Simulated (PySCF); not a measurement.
**Polarisability and C₆ of Bi (bismuth, neutral)**

[Xe] 4f14 5d10 6s2 6p3, high-spin 4S determinant. Computed with PySCF 2.14 in aug-cc-pVQZ-PP with one added diffuse shell each of s, p, d, f, g type with ECP60MDF (8s8p6d4f3g, 117 functions), with a scalar-relativistic core potential. Coupled (time-dependent) response in atomic units; α is the mean over directions.

```csv
method,mean α (bohr³),C₆ (like pair),S(−4)
UHF,50.18,604.9,684.9
PBE,55.70,672.3,995.9
```

S(−4) is the Cauchy moment in α(ω) = α(0) + S(−4) ω² + …

Reference α: 48 ± 4 bohr³ (recommended; Schwerdtfeger and Nagle, table of static dipole polarizabilities (2023 update)). Published C₆: 513.0 (Gould and Bucko (2016)).

α(iu) at UHF:

```csv
u (hartree),α(iu) (bohr³)
0,50.18
0.0500,48.55
0.100,44.40
0.200,34.09
0.300,25.58
0.500,15.39
0.750,9.468
1.00,6.571
1.50,3.885
2.00,2.647
3.00,1.485
5.00,0.6554
```

A single London oscillator, α(iu) = α/(1 + u²/ω²), gives C₆ = (3/4) ω α². Matching the computed C₆ needs ω = 4 × 604.9 / (3 × 50.18²) = 0.320 hartree.

Energies and moments cover only the electrons outside the core potential. Spin-orbit coupling, which splits the p, d and f shells strongly at this Z, is absent. Spin-orbit coupling is strong in this species (close to jj coupling), so the high-spin LS determinant is a model state, not a physical level.
